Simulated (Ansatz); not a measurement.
Cost and result for the atomization energy of CH8O3Si2 (`O[SiH2]C[SiH](O)O`) (14 atoms, 13 bonds).

```xyz
14

O    -1.219   -0.754    1.515
Si   -0.479    0.739    1.488
C     0.875    0.602    0.232
Si    0.361   -0.121   -1.413
O     1.565   -1.175   -1.798
O    -1.110   -0.840   -1.339
H    -1.872   -0.915    2.197
H     0.033    1.055    2.851
H    -1.462    1.792    1.114
H     1.670   -0.033    0.637
H     1.308    1.595    0.069
H     0.232    0.908   -2.475
H     1.460   -1.677   -2.608
H    -1.362   -1.174   -0.469
```

Total charge 0; spin multiplicity 1. All single points use the PBE0-D4/def2-TZVP geometry. It is one conformer, not always the lowest. Program: Ansatz. All runs use 2 threads of an AMD EPYC 7R13 on a shared host and a share of an NVIDIA H100 80 GB. Times are those of one run each, without the atoms' runs, and a repeat can differ threefold. Electronic energies, without spin–orbit coupling; frozen cores. CCSD(T)/CBS adds CCSD(T) − MP2 in def2-TZVPP to the MP2 limit, and its time is that of the two runs behind it. T1 = 0.011. B3LYP takes the VWN-RPA correlation (the form of Gaussian; ORCA's B3LYP/G).

CCSD(T)/CBS is a level of theory with its own doubt, some kJ/mol a heavy atom from the limit and from the frozen cores, so smaller differences don't rank the functionals.

```tsv
level	functions	wall time
PBE0-D4/def2-TZVPP	320	2.1 s
PBE-D4/def2-TZVPP (with forces)	320	2.5 s
r2SCAN-D4/def2-TZVPP (with forces)	320	2.9 s
B3LYP-D4/def2-TZVPP (with forces)	320	3.2 s
ωB97X-V/def2-TZVPP	320	3.6 s
B2PLYP/def2-TZVPP	320	3.9 s
MP2/def2-QZVPP	608	4.8 s
ωB97M-V/def2-TZVPP (with forces)	320	6 s
CCSD(T)/def2-TZVPP	320	8 s
CCSD(T)/CBS(def2)	–	13 s
```

(1) What atomization energy does each give, and how far from CCSD(T)/CBS? (An estimate is asked.)

Answers

(1) Computed: 
```
                             level  atomization (kJ/mol)  difference from CCSD(T)/CBS  per bond
                PBE0-D4/def2-TZVPP                5236.8                        -85.5      -6.6
   PBE-D4/def2-TZVPP (with forces)                5323.2                          0.9       0.1
r2SCAN-D4/def2-TZVPP (with forces)                5297.2                        -25.1      -1.9
 B3LYP-D4/def2-TZVPP (with forces)                5270.1                        -52.2      -4.0
                ωB97X-V/def2-TZVPP                5309.2                        -13.1      -1.0
                 B2PLYP/def2-TZVPP                5228.1                        -94.2      -7.2
                    MP2/def2-QZVPP                5360.4                         38.1       2.9
  ωB97M-V/def2-TZVPP (with forces)                5312.4                         -9.9      -0.8
                CCSD(T)/def2-TZVPP                5167.5                       -154.8     -11.9
                 CCSD(T)/CBS(def2)                5322.3                          0.0       0.0
```

In def2-TZVPP, CCSD(T) changes the Hartree–Fock value by +1321.1 kJ/mol (the triples alone add +71.2 kJ/mol) and MP2 by +1421.2 kJ/mol; breaking electron pairs costs correlation energy, which Hartree–Fock lacks. From PBE to PBE0 (25 % exact exchange), in def2-TZVPP and without D4, the atomization energy moves by −81.4 kJ/mol: exact exchange takes away binding that semilocal exchange gives to molecules. The D4 term adds +53.3 kJ/mol with B3LYP and +28.2 kJ/mol with PBE0; it sums over pairs of atoms, weighted by their polarisabilities, and B3LYP, whose exchange is more repulsive, gets the larger term.
